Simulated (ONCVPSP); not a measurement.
# Reading a pseudo-wave (nickel)

Columns: radius, all-electron u(r) and pseudo u(r) of the 3s shell (level -106.01 eV) of nickel in the configuration [Ne] 3s2 3p6 3d9 4s1; PBE, scalar-relativistic, ONCV scheme, ONCVPSP 4.0.1.

```json
{"r (bohr)": "0.070", "all-electron": "0.0037", "pseudo": "0.2033"}
{"r (bohr)": "0.140", "all-electron": "-0.6348", "pseudo": "0.4007"}
{"r (bohr)": "0.210", "all-electron": "-0.5886", "pseudo": "0.5863"}
{"r (bohr)": "0.280", "all-electron": "-0.1493", "pseudo": "0.7543"}
{"r (bohr)": "0.350", "all-electron": "0.3645", "pseudo": "0.8991"}
{"r (bohr)": "0.420", "all-electron": "0.7919", "pseudo": "1.0155"}
{"r (bohr)": "0.490", "all-electron": "1.0827", "pseudo": "1.0998"}
{"r (bohr)": "0.560", "all-electron": "1.2418", "pseudo": "1.1499"}
{"r (bohr)": "0.630", "all-electron": "1.2949", "pseudo": "1.1654"}
{"r (bohr)": "0.700", "all-electron": "1.2728", "pseudo": "1.1483"}
{"r (bohr)": "0.770", "all-electron": "1.2025", "pseudo": "1.1028"}
{"r (bohr)": "0.840", "all-electron": "1.1044", "pseudo": "1.0345"}
{"r (bohr)": "0.910", "all-electron": "0.9938", "pseudo": "0.9501"}
{"r (bohr)": "0.980", "all-electron": "0.8806", "pseudo": "0.8563"}
{"r (bohr)": "1.050", "all-electron": "0.7711", "pseudo": "0.7592"}
{"r (bohr)": "1.120", "all-electron": "0.6689", "pseudo": "0.6640"}
{"r (bohr)": "1.190", "all-electron": "0.5759", "pseudo": "0.5744"}
{"r (bohr)": "1.260", "all-electron": "0.4930", "pseudo": "0.4926"}
{"r (bohr)": "1.330", "all-electron": "0.4199", "pseudo": "0.4198"}
{"r (bohr)": "1.400", "all-electron": "0.3562", "pseudo": "0.3561"}
{"r (bohr)": "1.470", "all-electron": "0.3011", "pseudo": "0.3011"}
{"r (bohr)": "1.540", "all-electron": "0.2539", "pseudo": "0.2538"}
{"r (bohr)": "1.610", "all-electron": "0.2135", "pseudo": "0.2134"}
{"r (bohr)": "1.680", "all-electron": "0.1792", "pseudo": "0.1792"}
{"r (bohr)": "1.750", "all-electron": "0.1501", "pseudo": "0.1501"}
{"r (bohr)": "1.820", "all-electron": "0.1256", "pseudo": "0.1255"}
```

Problem. How many radial nodes do the two functions have?

Solution. The all-electron 3s function has n − l − 1 = 2; the pseudo-wave has 0, since the states of the same l below it are removed with the core.

Problem. At about which radius was the pseudo-wave matched?

Solution. 1.40 bohr. The columns agree to 0.0005 from 1.26 bohr on; several derivatives are matched, so the curves merge somewhat inside the radius.

Problem. Where does each function peak?

Solution. Outermost all-electron maximum near 0.63 bohr, pseudo maximum near 0.63 bohr (to the table’s step).

Problem. Is the pseudo-wave norm-conserving?

Solution. Yes: the ONCV scheme keeps the norm inside the radius equal to the all-electron one, which fixes the energy derivative of the logarithmic derivative at the level.
